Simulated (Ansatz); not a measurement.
Geometry optimisation, RKS PBE/def2-SVP (Ansatz 0.2.0).

Input file:

```yaml
crystal:
  periodic: [false, false, false]
  atoms:
    - { symbol: C, position_ang: [-1.3639, 0.1563, 0.6604] }
    - { symbol: "N", position_ang: [-0.4963, -0.0456, 1.505] }
    - { symbol: C, position_ang: [0.8012, -0.3679, 1.003] }
    - { symbol: C, position_ang: [1.0497, 0.0633, -0.4596] }
    - { symbol: Ge, position_ang: [-0.8212, 0.1829, -1.1622] }
    - { symbol: H, position_ang: [-2.4299, 0.4422, 0.947] }
    - { symbol: H, position_ang: [1.6268, 0.1363, 1.6476] }
    - { symbol: H, position_ang: [1.0189, -1.451, 1.0905] }
    - { symbol: H, position_ang: [1.4642, 1.0667, -0.48] }
    - { symbol: H, position_ang: [1.5653, -0.6898, -1.0112] }
    - { symbol: H, position_ang: [-1.2823, -1.0967, -1.8605] }
    - { symbol: H, position_ang: [-1.0555, 1.5481, -1.846] }
basis:
  gaussian: { orbitals: def2-SVP }
hamiltonian:
  xc: pbe
relax:
  f_tol: 0.02
  max_steps: 50
```

Launched with:

```bash
$ ansatz run input.yaml --threads 2 --pin off --max-ram 3072MiB --backend cpu --events-out ev --progress --plain --runs-dir out
```

Problem. Where does it end, and by what steps?

Solution. The run converged. After 12 steps the energy has fallen by 0.500 eV; H11 moved furthest, 0.37 Å.

| step | energy less start (eV) | largest force component (eV/Å) | accepted |
| --- | --- | --- | --- |
| 0 | 0.0000 | 4.549 | yes |
| 1 | -0.4238 | 1.477 | yes |
| 2 | -0.4689 | 0.530 | yes |
| 3 | -0.4669 | 0.615 | no |
| 4 | -0.4938 | 0.267 | yes |
| 5 | -0.4977 | 0.059 | yes |
| 6 | -0.4964 | 0.127 | no |
| 7 | -0.4983 | 0.021 | yes |
| 8 | -0.4989 | 0.099 | yes |
| 9 | -0.4993 | 0.084 | yes |
| 10 | -0.4995 | 0.094 | yes |
| 11 | -0.4999 | 0.040 | yes |
| 12 | -0.5003 | 0.017 | yes |

```xyz
12
Properties=species:S:1:pos:R:3
C -1.447 0.105 0.708
N -0.519 -0.150 1.553
C 0.845 -0.289 1.035
C 1.031 -0.038 -0.489
Ge -0.806 0.263 -1.168
H -2.487 0.206 1.079
H 1.484 0.392 1.638
H 1.179 -1.312 1.316
H 1.656 0.854 -0.687
H 1.510 -0.897 -0.998
H -1.338 -0.840 -2.125
H -1.033 1.650 -1.829
```

Whether the end is a true minimum wasn't checked by a vibrational analysis.

Time of the run: 40 s on 2 threads of Arm Neoverse V1, with other jobs on the host, peak memory 0.17 GiB.
